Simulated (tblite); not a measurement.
Parent: `[CH2:1]=[CH:2]/[C:3]([C:4]#[N:5])=[CH:6]/[SiH3:7]` with C1–C2–C3–C4 0°, C5H7NSi.

Computed geometry: GFN2-xTB, gas phase. One conformer each, not checked by frequencies here.

| coordinate of the parent | value |
| --- | --- |
| C1=C2 | 1.328 Å |
| C2–C3 | 1.459 Å |
| C3–C4 | 1.418 Å |
| C4≡N5 | 1.147 Å |
| C3=C6 | 1.346 Å |
| C6–Si7 | 1.883 Å |
| C1–C2–C3 | 124.5° |
| C2–C3–C4 | 116.4° |
| C2–C3–C6 | 123.1° |
| C4–C3–C6 | 120.5° |
| C3–C4–N5 | 178.5° |
| C3–C6–Si7 | 127.0° |

**Question.** How does the shared frame change in `[CH3:1][CH2:2][CH2:3]/[CH:4]=[CH:5]/[C:6]([C:7]#[N:8])=[CH:9]/[SiH3:10]` with C1–C2–C3–C4 177°, C2–C3–C4–C5 117°, C4–C5–C6–C7 -2°, C8H13NSi? Atoms pair as C1 = C4, C2 = C5, C3 = C6, C4 = C7, N5 = N8, C6 = C9, Si7 = Si10 (parent first).

**Answer.** 
```csv
parent,relative,value in the relative,change
C1=C2,C4=C5,1.333 Å,+0.005
C2–C3,C5–C6,1.456 Å,-0.003
C3–C4,C6–C7,1.418 Å,0.000
C4≡N5,C7≡N8,1.147 Å,0.000
C3=C6,C6=C9,1.348 Å,+0.002
C6–Si7,C9–Si10,1.881 Å,-0.002
C1–C2–C3,C4–C5–C6,124.4°,-0.1
C2–C3–C4,C5–C6–C7,116.3°,-0.1
C2–C3–C6,C5–C6–C9,123.4°,+0.3
C4–C3–C6,C7–C6–C9,120.3°,-0.2
C3–C4–N5,C6–C7–N8,178.7°,+0.2
C3–C6–Si7,C6–C9–Si10,126.9°,-0.1
```

Of the parent's bonds, C1–C2 changes most (+0.005 Å). Bonds of the relative outside the shared frame: C1–C2 1.523, C2–C3 1.534, C3–C4 1.489 Å.

**Question.** How does the shared frame change in `[CH3:1][S:2]/[CH:3]=[CH:4]\[C:5]([C:6]#[N:7])=[CH:8]/[SiH3:9]` with C1–S2–C3–C4 180°, C3–C4–C5–C6 -1°, C6H9NSSi? Atoms pair as C1 = C3, C2 = C4, C3 = C5, C4 = C6, N5 = N7, C6 = C8, Si7 = Si9 (parent first).

**Answer.** 
```json
{"parent": "C1=C2", "relative": "C3=C4", "value in the relative": "1.341 Å", "change": "+0.013"}
{"parent": "C2–C3", "relative": "C4–C5", "value in the relative": "1.442 Å", "change": "-0.017"}
{"parent": "C3–C4", "relative": "C5–C6", "value in the relative": "1.420 Å", "change": "+0.002"}
{"parent": "C4≡N5", "relative": "C6≡N7", "value in the relative": "1.147 Å", "change": "0.000"}
{"parent": "C3=C6", "relative": "C5=C8", "value in the relative": "1.354 Å", "change": "+0.008"}
{"parent": "C6–Si7", "relative": "C8–Si9", "value in the relative": "1.879 Å", "change": "-0.004"}
{"parent": "C1–C2–C3", "relative": "C3–C4–C5", "value in the relative": "127.8°", "change": "+3.3"}
{"parent": "C2–C3–C4", "relative": "C4–C5–C6", "value in the relative": "120.0°", "change": "+3.6"}
{"parent": "C2–C3–C6", "relative": "C4–C5–C8", "value in the relative": "123.7°", "change": "+0.6"}
{"parent": "C4–C3–C6", "relative": "C6–C5–C8", "value in the relative": "116.4°", "change": "-4.1"}
{"parent": "C3–C4–N5", "relative": "C5–C6–N7", "value in the relative": "174.5°", "change": "-4.0"}
{"parent": "C3–C6–Si7", "relative": "C5–C8–Si9", "value in the relative": "126.6°", "change": "-0.4"}
```

Of the parent's bonds, C2–C3 changes most (-0.017 Å). Bonds of the relative outside the shared frame: C1–S2 1.821, S2–C3 1.740 Å.

**Question.** How does the shared frame change in `[CH3:1][C:2]#[C:3]/[CH:4]=[CH:5]/[C:6]([C:7]#[N:8])=[CH:9]\[SiH3:10]` with C4–C5–C6–C7 1°, C8H9NSi? Atoms pair as C1 = C4, C2 = C5, C3 = C6, C4 = C7, N5 = N8, C6 = C9, Si7 = Si10 (parent first).

**Answer.** 
| parent | relative | value in the relative | change |
| --- | --- | --- | --- |
| C1=C2 | C4=C5 | 1.344 Å | +0.016 |
| C2–C3 | C5–C6 | 1.444 Å | -0.015 |
| C3–C4 | C6–C7 | 1.420 Å | +0.002 |
| C4≡N5 | C7≡N8 | 1.147 Å | 0.000 |
| C3=C6 | C6=C9 | 1.351 Å | +0.005 |
| C6–Si7 | C9–Si10 | 1.881 Å | -0.002 |
| C1–C2–C3 | C4–C5–C6 | 123.6° | -0.9 |
| C2–C3–C4 | C5–C6–C7 | 117.4° | +1.0 |
| C2–C3–C6 | C5–C6–C9 | 124.6° | +1.5 |
| C4–C3–C6 | C7–C6–C9 | 118.0° | -2.5 |
| C3–C4–N5 | C6–C7–N8 | 178.4° | -0.1 |
| C3–C6–Si7 | C6–C9–Si10 | 126.1° | -0.9 |

Of the parent's bonds, C1–C2 and C2–C3 change most and about equally (-0.015 to +0.016 Å). Bonds of the relative outside the shared frame: C1–C2 1.443, C2≡C3 1.205, C3–C4 1.402 Å.
